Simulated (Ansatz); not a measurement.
Ansatz (a quantum-chemistry and plane-wave program) input (B3LYP-D3(BJ)/def2-TZVP):

Ansatz 0.2 input:
```yaml
crystal:
  periodic: [false, false, false]
  atoms:
    - {symbol: C, position_ang: [2.02166073, -0.79252982, 0.11760948]}
    - {symbol: C, position_ang: [0.57899223, -0.40658639, 0.40581896]}
    - {symbol: C, position_ang: [-0.45405102, -1.00671627, -0.57213724]}
    - {symbol: C, position_ang: [-1.60422231, -0.05921005, -0.51208545]}
    - {symbol: C, position_ang: [-1.23433709, 1.20309518, 0.19644204]}
    - {symbol: C, position_ang: [0.29599430, 1.10289724, 0.33287285]}
    - {symbol: H, position_ang: [2.31674680, -0.46199058, -0.88196660]}
    - {symbol: H, position_ang: [2.70667420, -0.33643618, 0.83579751]}
    - {symbol: H, position_ang: [2.16172318, -1.87476082, 0.16579700]}
    - {symbol: H, position_ang: [0.31704085, -0.74786104, 1.41392682]}
    - {symbol: H, position_ang: [-0.02186878, -1.04974372, -1.58561309]}
    - {symbol: H, position_ang: [-0.72287468, -2.03808157, -0.32068022]}
    - {symbol: H, position_ang: [-2.58180050, -0.25882671, -0.92765745]}
    - {symbol: H, position_ang: [-1.55713971, 2.10629025, -0.33135866]}
    - {symbol: H, position_ang: [-1.70539840, 1.25487022, 1.19021339]}
    - {symbol: H, position_ang: [0.77333207, 1.51389089, -0.56242990]}
    - {symbol: H, position_ang: [0.68934394, 1.64694989, 1.19284743]}
basis:
  gaussian:
    orbitals: def2-TZVP
hamiltonian:
  xc: b3lyp
  dispersion: d3bj
magnetization: {spin_polarized: true, initial_magnetization: 1}
phonons: {temperatures: {t_min: 298.15, t_max: 298.15, t_step: 100}}
```

Output:

```
Functional definition: B3LYP
integrals: 0.20 GiB planned
1564 factors; their error is unknown
0.37 GiB of the device are held for the grids
1.54 GiB of device memory are held for the factors and their scratch space
mean field: 1.86 GiB planned
mean field evaluation 1: about -6387.2049 eV, gradient 5.7e1 eV
mean field evaluation 2: about -6370.4895 eV, gradient 8.0e1 eV
mean field evaluation 4: about -6402.7615 eV, gradient 4.2e0 eV
mean field evaluation 8: about -6402.8417 eV, gradient 5.4e-2 eV
mean field evaluation 16: about -6402.7934 eV, gradient 6.5e-4 eV
mean field -6402.79341900 eV, -235.2983181789 hartree, gradient 8.5e-5 eV, S^2 0.754355; 0 other end points of the search recorded, 0 dependent functions left out
the calculation of the forces begins
reference -6402.79373719 eV, -235.2983298723 hartree; 24, 23 occupied and 228, 229 virtual orbitals, 1564 factors
these checks for a lower state are left out or cut short: stability, starts, cluster_reference, orbital_swaps, neighbouring_geometries, increment
integrals: 0.20 GiB planned
1564 factors; their error is unknown
0.37 GiB of the device are held for the grids
1.54 GiB of device memory are held for the factors and their scratch space
mean field: 1.85 GiB planned
mean field -6402.79335061 eV, -235.2983156658 hartree, gradient 2.9e-6 eV, S^2 0.754356; 0 other end points of the search recorded, 0 dependent functions left out
the calculation of the forces begins
reference -6402.79366876 eV, -235.2983273574 hartree; 24, 23 occupied and 228, 229 virtual orbitals, 1564 factors
these checks for a lower state are left out or cut short: stability, starts, cluster_reference, orbital_swaps, neighbouring_geometries, increment
integrals: 0.20 GiB planned
1564 factors; their error is unknown
0.37 GiB of the device are held for the grids
1.54 GiB of device memory are held for the factors and their scratch space
mean field: 1.86 GiB planned
mean field evaluation 32: about -6402.7932 eV, gradient 1.9e-6 eV
mean field -6402.79319728 eV, -235.2983100308 hartree, gradient 2.9e-6 eV, S^2 0.754355; 0 other end points of the search recorded, 0 dependent functions left out
the calculation of the forces begins
reference -6402.79351552 eV, -235.2983217261 hartree; 24, 23 occupied and 228, 229 virtual orbitals, 1564 factors
these checks for a lower state are left out or cut short: stability, starts, cluster_reference, orbital_swaps, neighbouring_geometries, increment
integrals: 0.20 GiB planned
1564 factors; their error is unknown
0.37 GiB of the device are held for the grids
1.54 GiB of device memory are held for the factors and their scratch space
mean field: 1.85 GiB planned
mean field -6402.79321882 eV, -235.2983108225 hartree, gradient 2.9e-6 eV, S^2 0.754356; 0 other end points of the search recorded, 0 dependent functions left out
the calculation of the forces begins
reference -6402.79353704 eV, -235.2983225170 hartree; 24, 23 occupied and 228, 229 virtual orbitals, 1564 factors
these checks for a lower state are left out or cut short: stability, starts, cluster_reference, orbital_swaps, neighbouring_geometries, increment
integrals: 0.20 GiB planned
1564 factors; their error is unknown
0.37 GiB of the device are held for the grids
1.54 GiB of device memory are held for the factors and their scratch space
mean field: 1.85 GiB planned
mean field -6402.79327954 eV, -235.2983130539 hartree, gradient 2.9e-6 eV, S^2 0.754355; 0 other end points of the search recorded, 0 dependent functions left out
[...]
reference -6402.79368821 eV, -235.2983280724 hartree; 24, 23 occupied and 228, 229 virtual orbitals, 1564 factors
these checks for a lower state are left out or cut short: stability, starts, cluster_reference, orbital_swaps, neighbouring_geometries, increment
integrals: 0.20 GiB planned
1564 factors; their error is unknown
0.37 GiB of the device are held for the grids
1.54 GiB of device memory are held for the factors and their scratch space
mean field: 1.85 GiB planned
mean field -6402.79343523 eV, -235.2983187753 hartree, gradient 2.9e-6 eV, S^2 0.754356; 0 other end points of the search recorded, 0 dependent functions left out
the calculation of the forces begins
reference -6402.79375345 eV, -235.2983304696 hartree; 24, 23 occupied and 228, 229 virtual orbitals, 1564 factors
these checks for a lower state are left out or cut short: stability, starts, cluster_reference, orbital_swaps, neighbouring_geometries, increment
integrals: 0.20 GiB planned
1564 factors; their error is unknown
0.37 GiB of the device are held for the grids
1.54 GiB of device memory are held for the factors and their scratch space
mean field: 1.86 GiB planned
mean field evaluation 672: about -6402.8378 eV, gradient 6.3e-4 eV
mean field -6402.79334782 eV, -235.2983155632 hartree, gradient 2.9e-6 eV, S^2 0.754355; 0 other end points of the search recorded, 0 dependent functions left out
the calculation of the forces begins
reference -6402.79366599 eV, -235.2983272557 hartree; 24, 23 occupied and 228, 229 virtual orbitals, 1564 factors
these checks for a lower state are left out or cut short: stability, starts, cluster_reference, orbital_swaps, neighbouring_geometries, increment
integrals: 0.20 GiB planned
1564 factors; their error is unknown
0.37 GiB of the device are held for the grids
1.54 GiB of device memory are held for the factors and their scratch space
mean field: 1.85 GiB planned
mean field -6402.79333594 eV, -235.2983151267 hartree, gradient 2.9e-6 eV, S^2 0.754356; 0 other end points of the search recorded, 0 dependent functions left out
the calculation of the forces begins
reference -6402.79365412 eV, -235.2983268194 hartree; 24, 23 occupied and 228, 229 virtual orbitals, 1564 factors
these checks for a lower state are left out or cut short: stability, starts, cluster_reference, orbital_swaps, neighbouring_geometries, increment
integrals: 0.20 GiB planned
1564 factors; their error is unknown
0.37 GiB of the device are held for the grids
1.54 GiB of device memory are held for the factors and their scratch space
mean field: 1.85 GiB planned
mean field -6402.79335879 eV, -235.2983159664 hartree, gradient 2.9e-6 eV, S^2 0.754356; 0 other end points of the search recorded, 0 dependent functions left out
the calculation of the forces begins
reference -6402.79367701 eV, -235.2983276605 hartree; 24, 23 occupied and 228, 229 virtual orbitals, 1564 factors
these checks for a lower state are left out or cut short: stability, starts, cluster_reference, orbital_swaps, neighbouring_geometries, increment
integrals: 0.20 GiB planned
1564 factors; their error is unknown
0.37 GiB of the device are held for the grids
1.54 GiB of device memory are held for the factors and their scratch space
mean field: 1.85 GiB planned
mean field -6402.79340593 eV, -235.2983176988 hartree, gradient 2.9e-6 eV, S^2 0.754356; 0 other end points of the search recorded, 0 dependent functions left out
the calculation of the forces begins
reference -6402.79372414 eV, -235.2983293927 hartree; 24, 23 occupied and 228, 229 virtual orbitals, 1564 factors
these checks for a lower state are left out or cut short: stability, starts, cluster_reference, orbital_swaps, neighbouring_geometries, increment
integrals: 0.20 GiB planned
1564 factors; their error is unknown
0.37 GiB of the device are held for the grids
1.54 GiB of device memory are held for the factors and their scratch space
mean field: 1.85 GiB planned
mean field evaluation 704: about -6402.7934 eV, gradient 2.0e-6 eV
mean field -6402.79338016 eV, -235.2983167517 hartree, gradient 2.9e-6 eV, S^2 0.754355; 0 other end points of the search recorded, 0 dependent functions left out
the calculation of the forces begins
reference -6402.79369834 eV, -235.2983284446 hartree; 24, 23 occupied and 228, 229 virtual orbitals, 1564 factors
these checks for a lower state are left out or cut short: stability, starts, cluster_reference, orbital_swaps, neighbouring_geometries, increment
integrals: 0.20 GiB planned
1564 factors; their error is unknown
0.37 GiB of the device are held for the grids
1.54 GiB of device memory are held for the factors and their scratch space
mean field: 1.85 GiB planned
mean field -6402.79342144 eV, -235.2983182687 hartree, gradient 2.9e-6 eV, S^2 0.754356; 0 other end points of the search recorded, 0 dependent functions left out
the calculation of the forces begins
reference -6402.79373966 eV, -235.2983299631 hartree; 24, 23 occupied and 228, 229 virtual orbitals, 1564 factors
these checks for a lower state are left out or cut short: stability, starts, cluster_reference, orbital_swaps, neighbouring_geometries, increment
integrals: 0.20 GiB planned
1564 factors; their error is unknown
0.37 GiB of the device are held for the grids
1.54 GiB of device memory are held for the factors and their scratch space
mean field: 1.86 GiB planned
mean field -6402.79334458 eV, -235.2983154441 hartree, gradient 2.9e-6 eV, S^2 0.754355; 0 other end points of the search recorded, 0 dependent functions left out
the calculation of the forces begins
reference -6402.79366275 eV, -235.2983271365 hartree; 24, 23 occupied and 228, 229 virtual orbitals, 1564 factors
these checks for a lower state are left out or cut short: stability, starts, cluster_reference, orbital_swaps, neighbouring_geometries, increment
integrals: 0.20 GiB planned
1564 factors; their error is unknown
0.37 GiB of the device are held for the grids
1.54 GiB of device memory are held for the factors and their scratch space
mean field: 1.86 GiB planned
mean field -6402.79337487 eV, -235.2983165571 hartree, gradient 2.9e-6 eV, S^2 0.754356; 0 other end points of the search recorded, 0 dependent functions left out
the calculation of the forces begins
reference -6402.79369309 eV, -235.2983282516 hartree; 24, 23 occupied and 228, 229 virtual orbitals, 1564 factors
these checks for a lower state are left out or cut short: stability, starts, cluster_reference, orbital_swaps, neighbouring_geometries, increment
integrals: 0.20 GiB planned
1564 factors; their error is unknown
0.37 GiB of the device are held for the grids
1.54 GiB of device memory are held for the factors and their scratch space
mean field: 1.85 GiB planned
mean field -6402.79332350 eV, -235.2983146696 hartree, gradient 2.9e-6 eV, S^2 0.754355; 0 other end points of the search recorded, 0 dependent functions left out
the calculation of the forces begins
reference -6402.79364167 eV, -235.2983263619 hartree; 24, 23 occupied and 228, 229 virtual orbitals, 1564 factors
Total energy: -6403.44481227 eV, -235.3222564400 hartree
Atom 0 at     2.021661    -0.792530     0.117609 Å, force    -0.000311    -0.000249     0.000156 eV/Å
Atom 1 at     0.578992    -0.406586     0.405819 Å, force    -0.000039     0.000411     0.000173 eV/Å
Atom 2 at    -0.454051    -1.006716    -0.572137 Å, force     0.000053     0.000148     0.000108 eV/Å
Atom 3 at    -1.604222    -0.059210    -0.512085 Å, force    -0.000184     0.000018    -0.000186 eV/Å
Atom 4 at    -1.234337     1.203095     0.196442 Å, force     0.000057     0.000026    -0.000010 eV/Å
Atom 5 at     0.295994     1.102897     0.332873 Å, force    -0.000002     0.000233     0.000056 eV/Å
Atom 6 at     2.316747    -0.461991    -0.881967 Å, force     0.000117     0.000004     0.000158 eV/Å
Atom 7 at     2.706674    -0.336436     0.835798 Å, force     0.000023     0.000064    -0.000084 eV/Å
Atom 8 at     2.161723    -1.874761     0.165797 Å, force     0.000123     0.000087    -0.000071 eV/Å
Atom 9 at     0.317041    -0.747861     1.413927 Å, force     0.000140    -0.000131     0.000056 eV/Å
Atom 10 at    -0.021869    -1.049744    -1.585613 Å, force    -0.000238     0.000013    -0.000214 eV/Å
Atom 11 at    -0.722875    -2.038082    -0.320680 Å, force     0.000050    -0.000071     0.000031 eV/Å
Atom 12 at    -2.581800    -0.258827    -0.927657 Å, force    -0.000074    -0.000171    -0.000128 eV/Å
Atom 13 at    -1.557140     2.106290    -0.331359 Å, force     0.000040    -0.000092    -0.000089 eV/Å
Atom 14 at    -1.705398     1.254870     1.190213 Å, force     0.000131    -0.000023     0.000102 eV/Å
Atom 15 at     0.773332     1.513891    -0.562430 Å, force    -0.000039     0.000002    -0.000063 eV/Å
Atom 16 at     0.689344     1.646950     1.192847 Å, force     0.000152    -0.000269     0.000003 eV/Å
Dipole moment:     0.027223     0.001822     0.032647 e Å
Vibrations: 152.53 181.64 239.79 309.32 347.99 427.56 546.80 665.32 809.73 841.12 899.82 916.54 917.24 950.94 989.45 1034.06 1046.24 1094.34 1100.21 1162.04 1213.95 1239.18 1278.62 1300.92 1328.64 1338.43 1360.13 1386.75 1414.01 1469.34 1472.54 1496.11 1497.87 1502.63 2922.49 2939.13 2998.51 3014.67 3021.06 3021.45 3030.29 3077.41 3083.23 3084.67 3199.15 cm⁻¹, zero-point energy 4.173549 eV
```

It need not be the lowest isomer of its formula.
